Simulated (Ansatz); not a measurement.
Isolated molecules relaxed with PBE0-D4/def2-TZVP in Ansatz; ΔE leaves out vibrations. CCSD(T)/CBS adds triple-zeta CCSD(T) − MP2 to the extrapolated MP2 energy (def2 sets, frozen cores). Elements past krypton have def2 core potentials. For I, Te outer-core shells are correlated without core-valence functions, which leaves a few kJ/mol of doubt a bond.

`[SiH3]C([SiH3])I` + H₂Te → `[SiH3]C([SiH3])[TeH]` + HI  (substitution at a C–I bond)

`[SiH3]C([SiH3])I`:

Z-matrix (Å, degrees):
```
Si
C 1 1.878
H 1 1.484 2 109.2
H 1 1.484 2 110.3 3 -121.0
H 1 1.489 2 108.7 3 119.2
Si 2 1.878 1 115.5 3 -57.8
I 2 2.152 1 107.9 3 62.9
H 2 1.092 1 110.1 3 176.9
H 6 1.484 2 110.3 1 178.8
H 6 1.490 2 108.7 1 -61.3
H 6 1.484 2 109.2 1 57.9
```

H₂Te:

Cartesian coordinates in Å:
```
Te -0.776 0.037 -0.023
H 0.324 -1.130 0.388
H 0.453 1.093 -0.365
```

`[SiH3]C([SiH3])[TeH]`:

Z-matrix (Å, degrees):
```
Si
C 1 1.875
H 1 1.489 2 110.5
H 1 1.488 2 109.7 3 119.7
H 1 1.485 2 109.5 3 -120.0
Si 2 1.872 1 112.3 3 167.4
Te 2 2.154 1 107.6 3 46.2
H 2 1.093 1 109.8 3 -70.5
H 6 1.490 2 109.8 1 59.5
H 6 1.485 2 109.5 1 -60.5
H 6 1.487 2 110.3 1 179.2
H 7 1.662 2 94.6 1 146.6
```

HI:

Z-matrix (Å, degrees):
```
I
H 1 1.610
```

```
               species  CCSD(T)/CBS(def2) energy (Eh)
    `[SiH3]C([SiH3])I`                     -917.85913
                  H₂Te                     -268.91024
`[SiH3]C([SiH3])[TeH]`                     -888.73967
                    HI                     -298.03592
```

(1) Work out ΔE.

Largest T1 diagnostic among the species: 0.011.

Results:

(1) ΔE = (-888.73967) + (-298.03592) − (-917.85913) − (-268.91024) = -0.00622 Eh = -0.17 eV.

The D4 term adds −0.05 eV with B3LYP and −0.03 eV with PBE0; it sums over pairs of atoms, weighted by their polarisabilities, and B3LYP, whose exchange is more repulsive, gets the larger term. In def2-TZVPP, CCSD(T) changes the Hartree–Fock value by −0.08 eV (the triples alone add −0.01 eV) and MP2 by −0.10 eV.

B3LYP here is the variant with VWN-RPA as its local correlation; programs differ in this.
